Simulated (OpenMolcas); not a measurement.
**Os4+ in Cs2GeF6: curves along the breathing mode**

Os4+ with its 6 nearest fluoride ions, on the Ge site of Cs2GeF6 (a = 9.021 Å, distance in the model lattice 1.804 Å). The rest of the host is ab initio model potentials to 7.6 Å and point charges beyond; the distance is set by hand and nothing relaxes. Ligand basis ANO-RCC-VDZP.

| Property | Result |
| --- | --- |
| Program | OpenMolcas 26.06 |
| Method | CASSCF |
| Basis | ANO-RCC-VDZP [7s6p4d2f1g] |
| Scalar Hamiltonian | DKH2, point nucleus |
| Active space | 4 electrons in 5 orbitals (5d) |
| State averaging | 2S+1 = 5 even, 5 roots; 2S+1 = 3 even, 45 roots; 2S+1 = 1 even, 50 roots |
| Spin-orbit coupling | state interaction with AMFI integrals over the reference wave functions |

Spin-free energies (labels of O, the rotations of Oh) in cm-1 above the lowest fitted minimum, as all ligands move together:

```tsv
R (Å)	3T1	1T2	1E	1A1	5E	3E	3E(2)
1.768	26760	35370	36440	47710	62060	75920	81620
1.809	13970	22610	23690	34780	44430	58450	64180
1.851	5610	14280	15370	26240	31660	45800	51560
1.892	1270	9950	11050	21690	23470	37710	43510
1.934	20	8720	9830	20200	18720	33040	38870
1.976	1410	10120	11250	21330	17000	31390	37260
2.017	4840	13570	14700	24490	17740	32180	38080
```

Cubic fits give the following; the wavenumber is harmonic, with the mass of all moving ligands, small differences in it between states hang on the degree of the fit, a number in brackets counts states of one label, and the table is a selection of at most 14 states with clean curves.

```
 State  R0 (Å)  Breathing mode (cm-1)  Minimum (cm-1)
   3T1   1.930                    675               0
   1T2   1.930                    676            8700
    1E   1.930                    676            9810
   1A1   1.934                    665           20190
    5E   1.983                    612           17030
    3E   1.982                    613           31430
 3E(2)   1.981                    614           37300
1T2(2)   1.980                    616           39440
   1A2   1.980                    616           39630
   1T1   1.980                    615           41430
 1E(2)   1.980                    616           43030
1A1(2)   1.975                    629           49870
1T1(2)   1.981                    611           54880
1T2(3)   1.983                    608           56520
```

The minimum of 3E is shifted by +0.0512 Å against 3T1 (from the unrounded fits). With M = 114.0 u for the moving shell, the Huang-Rhys factor in this mode is S = M ω ΔR² / 2ħ = 0.01483 × 114.0 × 675 × 0.0512² = 2.99. Only the first shell moves, against a rigid host.

Without dynamic correlation the repulsion within the d shell is too large (B by tens of per cent), so at a given field states of lower spin stand too high. With metal d orbitals alone the field can be off either way by tens of per cent. Ligand-to-metal charge-transfer states are missing. With no ligand orbital active B as a rule stays too high, so bands that hang on it stand too high and its fall with covalency is understated. The least metal-like active orbital is 69 % on the metal (Löwdin) and no ligand orbital is active, so the numbers are rough, and ground spin, moment and any spin crossover can be artefacts of this space; highly charged d ions in such sites are as a rule low spin (holds for R = 1.768). The least metal-like active orbital is 70 % on the metal (Löwdin) and no ligand orbital is active, so the numbers are rough (holds for R = 1.809). The least metal-like active orbital is 71 % on the metal (Löwdin) and no ligand orbital is active, so the numbers are rough (holds for R = 1.851). The least metal-like active orbital is 72 % on the metal (Löwdin) and no ligand orbital is active, so the numbers are rough (holds for R = 1.892). The least metal-like active orbital is 73 % on the metal (Löwdin) and no ligand orbital is active, so the numbers are rough (holds for R = 1.934; R = 1.976; R = 2.017). This shell can be high or low spin here, a state of another spin lies low, and with metal d orbitals alone active their balance is uncertain, so the ground spin may be wrong, although the usual error favours high spin (holds for R = 2.017). No measured value stands beside these numbers.
